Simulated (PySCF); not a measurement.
Molecule: `CCCOCCC`, C6H14O.

Geometry:
```csv
atom,x (Å),y (Å),z (Å)
C1,-2.865,1.292,0.109
C2,-1.881,0.144,-0.033
C3,-0.461,0.540,0.313
O4,0.374,-0.570,0.150
C5,1.701,-0.383,0.552
C6,2.543,0.419,-0.431
C7,4.001,0.501,-0.011
H8,-2.603,2.133,-0.554
H9,-2.888,1.680,1.140
H10,-3.887,0.977,-0.147
H11,-2.170,-0.699,0.616
H12,-1.886,-0.245,-1.064
H13,-0.412,0.909,1.361
H14,-0.144,1.386,-0.331
H15,1.738,0.096,1.554
H16,2.134,-1.391,0.664
H17,2.129,1.436,-0.535
H18,2.451,-0.055,-1.423
H19,4.110,0.991,0.970
H20,4.453,-0.501,0.070
H21,4.598,1.075,-0.734
```

Geometry PBE0-D3(BJ)/def2-SVP throughout; GIAO in PySCF 2.14.0 with density-fitted response routines, gas phase, one conformer, non-relativistic; equivalent atoms averaged; basis pcSseg-1.

Task: How do the shifts δ (against TMS, H2O at the same level) depend on the functional? (ppm; last column core-seconds on shared hosts with different chips, so compare them loosely)

Result: 
```tsv
functional	kind	C3/C5	C2/C6	C1/C7	O4	H13/H14/H15/H16	H11/H12/H17/H18	H8/H9/H10/H19/H20/H21	core-s
LDA	LDA	80.6	25.0	9.1	69.9	3.48	1.61	0.84	29
PBE	GGA	78.0	26.0	11.2	67.2	3.39	1.57	0.87	38
BP86	GGA	77.9	26.0	11.4	63.2	3.39	1.57	0.87	36
B97-D	GGA	76.3	26.5	12.3	61.8	3.37	1.58	0.90	36
PBE0	global hybrid	74.3	24.6	11.1	50.6	3.20	1.52	0.85	44
B97-2	global hybrid	73.6	24.9	11.8	49.8	3.21	1.52	0.86	24
CAM-B3LYP	range-separated hybrid	75.3	25.1	11.0	51.5	3.21	1.53	0.87	56
wB97X-D	range-separated hybrid	73.7	24.3	11.4	43.7	3.18	1.49	0.85	34
LC-wPBE	range-separated hybrid	72.1	22.8	10.7	36.7	3.13	1.47	0.82	46
```

Task: Which nucleus moves most, in ppm?

Result: O4 (ether oxygen): from 36.7 ppm with LC-wPBE to 69.9 ppm with LDA. The smallest spread is 0.08 ppm, at H8/H9/H10/H19/H20/H21. Proton shifts span only some 12 ppm, so a few tenths of a ppm matter as much there as several ppm in carbon.
